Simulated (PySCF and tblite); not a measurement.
Values are calculated unless marked as measured or tabulated.
Conformers and averaged properties: C10H12O, numbered as in [CH3:1][c:2]1[cH:3][c:4]([CH3:5])[c:6]([CH:7]=[O:8])[cH:9][c:10]1[CH3:11]

Conformers came from 60 starts (ETKDG and KDG, MMFF94s, GFN2-xTB); geometries are GFN2-xTB. Free energies are PBE0-D3(BJ)/pcSseg-1 (IEF-PCM, chloroform) single points with GFN2-xTB rigid-rotor and vibrational terms (modes under about 100 cm⁻¹ blended into free rotors). Symmetry numbers and mirror images are counted. Conformers within 2.5 kcal/mol (GFN2-xTB free energy) were kept, 3 at most. GIAO shieldings: PBE0/pcSseg-1 (IEF-PCM, chloroform). Shifts are against TMS (¹H), TMS (¹³C) at the same level. Codes: tblite and PySCF.

Torsions listed: C4–C6–C7–O8.

```
conformer  shape  symmetry  E(GFN2) kcal/mol  E(DFT) kcal/mol  G(298.15 K) kcal/mol  weight %  dipole D
        1     0°        Cs              0.00             0.00                  0.00      59.1      4.99
        2   180°        Cs              0.70             0.34                  0.22      40.9      4.88
```

Weights (%) against temperature:

```csv
T (K),1,2,S(mix) cal/mol/K
250,62.1,37.9,1.32
298.15,59.1,40.9,1.34
350,56.8,43.2,1.36
```

Averaged shifts at 298.15 K. ¹H: 10.42 (H7, 1H), 7.98 (H9, 1H), 7.52 (H3, 1H), 2.85 (H5, 3H), 2.48 (H1, 3H), 2.46 (H11, 3H) ppm. ¹³C: 200.1 (C7), 152.8 (C2), 148.0 (C4), 141.5 (C10), 141.0 (C9), 138.4 (C3), 135.8 (C6), 23.8 (C5), 23.6 (C1), 22.5 (C11) ppm.

Coordinates of conformer 1 (Å):

```xyz
23

C    -2.316   -1.427    0.459
C    -1.064   -0.649    0.208
C     0.175   -1.216    0.469
C     1.369   -0.542    0.257
C     2.671   -1.204    0.558
C     1.305    0.769   -0.245
C     2.494    1.576   -0.508
O     3.647    1.259   -0.344
C     0.056    1.339   -0.508
C    -1.126    0.658   -0.292
C    -2.445    1.305   -0.585
H    -2.087   -2.418    0.843
H    -2.890   -1.535   -0.461
H    -2.949   -0.912    1.181
H     0.212   -2.226    0.854
H     3.227   -0.627    1.296
H     3.292   -1.243   -0.335
H     2.516   -2.212    0.934
H     2.245    2.584   -0.902
H     0.022    2.348   -0.895
H    -2.303    2.313   -0.966
H    -2.998    0.730   -1.326
H    -3.055    1.358    0.316
```

Coordinates of conformer 2 (Å):

```xyz
23

C    -2.366   -1.402   -0.170
C    -1.088   -0.631   -0.078
C     0.126   -1.301    0.013
C     1.342   -0.641    0.102
C     2.611   -1.433    0.199
C     1.327    0.762    0.095
C     2.546    1.569    0.182
O     2.576    2.777    0.179
C     0.107    1.436    0.003
C    -1.099    0.769   -0.083
C    -2.386    1.528   -0.179
H    -2.178   -2.472   -0.155
H    -2.896   -1.154   -1.089
H    -3.022   -1.152    0.664
H     0.120   -2.382    0.015
H     2.391   -2.498    0.192
H     3.144   -1.200    1.120
H     3.270   -1.214   -0.639
H     3.486    0.992    0.253
H     0.137    2.516    0.000
H    -2.912    1.279   -1.100
H    -3.042    1.280    0.654
H    -2.199    2.599   -0.166
```

Shifts are unscaled: against experiment ¹³C can be off by 15 ppm or more and ¹H by 0.8 ppm.

Search and properties took 2 min on 1 thread of Arm Neoverse V2, on a host shared with other jobs (rough), launched as `OMP_NUM_THREADS=1 python ens_run.py task.json out`.
